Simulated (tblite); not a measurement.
Species: C6H13NOSi.
Atom-mapped SMILES: `[CH3:1]/[N:2]=[CH:3]/[C@@H:4]1[CH2:5][O:6][CH2:7][CH2:8][SiH2:9]1` (hydrogens: H10, H11, H12 on C1; H13 on C3; H14 on C4; H15, H16 on C5; H17, H18 on C7; H19, H20 on C8; H21, H22 on Si9)

Cartesian coordinates in Å at the GFN2-xTB level; atoms count from 1:
```
atom  x, y, z in Å
C1     3.794    0.478    0.512
N2     2.410    0.582    0.850
C3     1.552   -0.107    0.243
C4     0.109    0.015    0.526
C5    -0.593   -1.349    0.499
O6    -1.980   -1.280    0.715
C7    -2.723   -0.771   -0.368
C8    -2.556    0.737   -0.570
Si9   -0.713    1.162   -0.774
H10    3.999   -0.259   -0.277
H11    4.141    1.461    0.188
H12    4.348    0.210    1.412
H13    1.822   -0.815   -0.560
H14   -0.019    0.460    1.515
H15   -0.387   -1.853   -0.460
H16   -0.215   -1.981    1.309
H17   -2.445   -1.302   -1.292
H18   -3.764   -1.013   -0.131
H19   -3.147    1.044   -1.431
H20   -2.965    1.249    0.302
H21   -0.418    2.564   -0.489
H22   -0.260    0.786   -2.121
```

Computed values, GFN2-xTB/tblite, gas phase, harmonic and unscaled. Errors from tens to a few hundred cm⁻¹ against measured bands are possible. Modes of hydrogen on silicon can be 10 to 20 % off. One conformer, not necessarily the lowest.

Harmonic wavenumbers (cm⁻¹): 56.5, 69.7, 131.3, 157.1, 199.5, 203.2, 244.3, 323.6, 342.2, 387.5, 397.3, 466.3, 514.3, 554.4, 580.8, 664.4, 694.7, 720.0, 767.9, 802.6, 901.8, 921.2, 962.4, 1003.2, 1019.1, 1041.2, 1062.2, 1084.4, 1105.8, 1127.0, 1140.4, 1156.8, 1181.2, 1201.2, 1242.0, 1278.7, 1302.6, 1340.5, 1350.3, 1357.2, 1392.5, 1460.3, 1462.9, 1470.0, 1475.1, 1477.6, 1746.2, 2210.3, 2293.1, 2767.7, 2837.7, 2848.8, 2868.9, 2944.3, 2949.8, 2965.9, 2980.6, 2988.3, 2997.3, 3002.9.

A = 2937, B = 755.6, C = 634.6 MHz; mass 143.077 u (most abundant isotopes); point group C1, symmetry number 1.

**Question.** Zero-point energy?

**Answer.** Half the sum of the wavenumbers: 39098 cm⁻¹ = 111.79 kcal/mol.

**Question.** What is S at 500 K and 1 bar for an ideal gas of classical rigid rotors and harmonic oscillators?

**Answer.** Translation 43.38, rotation 31.35, vibration 52.91: S = 127.6 cal/(mol K).

**Question.** And Cp and H(500 K) − H(0)?

**Answer.** Cp = 64.16 cal/(mol K), of which vibrations give 56.21 (their classical limit is 60 R = 119.2); H(500 K) − H(0) = 18.06 kcal/mol without the zero-point energy, 14.09 from vibrations.

**Question.** How do the functions run with temperature in this model?

**Answer.** 
```json
{"T (K)": "150", "S (cal/(mol K))": "78.4", "Cp (cal/(mol K))": "24.5", "H − H(0) (kcal/mol)": "2.36", "G − H(0) (kcal/mol)": "-9.40", "ln q(vib)": "2.75"}
{"T (K)": "250", "S (cal/(mol K))": "93.6", "Cp (cal/(mol K))": "36.1", "H − H(0) (kcal/mol)": "5.38", "G − H(0) (kcal/mol)": "-18.02", "ln q(vib)": "5.44"}
{"T (K)": "298.15", "S (cal/(mol K))": "100.5", "Cp (cal/(mol K))": "41.9", "H − H(0) (kcal/mol)": "7.26", "G − H(0) (kcal/mol)": "-22.69", "ln q(vib)": "6.76"}
{"T (K)": "400", "S (cal/(mol K))": "114.5", "Cp (cal/(mol K))": "53.9", "H − H(0) (kcal/mol)": "12.15", "G − H(0) (kcal/mol)": "-33.65", "ln q(vib)": "9.61"}
{"T (K)": "600", "S (cal/(mol K))": "140.1", "Cp (cal/(mol K))": "72.8", "H − H(0) (kcal/mol)": "24.92", "G − H(0) (kcal/mol)": "-59.15", "ln q(vib)": "15.27"}
{"T (K)": "900", "S (cal/(mol K))": "173.4", "Cp (cal/(mol K))": "91.1", "H − H(0) (kcal/mol)": "49.73", "G − H(0) (kcal/mol)": "-106.33", "ln q(vib)": "23.49"}
```

q(vib) and H(0) count from the zero-point level.

**Question.** Blend soft modes into free rotors: weight 1/[1 + (100 cm⁻¹/ν̃)⁴] for the oscillator and the rest for a rotor with moment μB/(μ + B), μ = h/(8π²ν), B = 10⁻⁴⁴ kg m². What vibrational entropy results?

**Answer.** 49.86 cal/(mol K) in place of 52.91, which changes −T·S at 500 K by +1.52 kcal/mol.

Hindered rotation and anharmonicity are outside this model. Other conformers, if any are populated, would add a mixing term that is left out. The structure is chiral; the term R ln 2 for an equal mix with its mirror image is left out.
